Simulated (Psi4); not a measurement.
Pair of molecules, SMILES O with SMILES C[SiH3] (the first has 3 atoms); geometry from B3LYP-D3(BJ)/def2-TZVP, rigid monomers moved along the line of their centres of mass till O1···Si5 is 6.06 Å.
(charge 0, multiplicity 1):
```xyz
11

O      0.151     0.710    -0.130
H     -0.596     1.243     0.162
H     -0.194    -0.187    -0.195
C      1.248    -0.562     5.778
Si    -0.558    -1.028     5.630
H      1.388     0.219     6.527
H      1.613    -0.195     4.819
H      1.849    -1.424     6.074
H     -1.093    -1.533     6.919
H     -0.756    -2.093     4.614
H     -1.383     0.139     5.226
```

All values below come from Psi4 with SAPT0/jun-cc-pV(D+d)Z.

### Question
Which attractive term is largest, and how does the interaction split up?

### Answer
electrostatics -0.7, exchange 0.0, induction 0.0, dispersion -0.1, total -0.9 kJ/mol; the largest attraction is electrostatics.
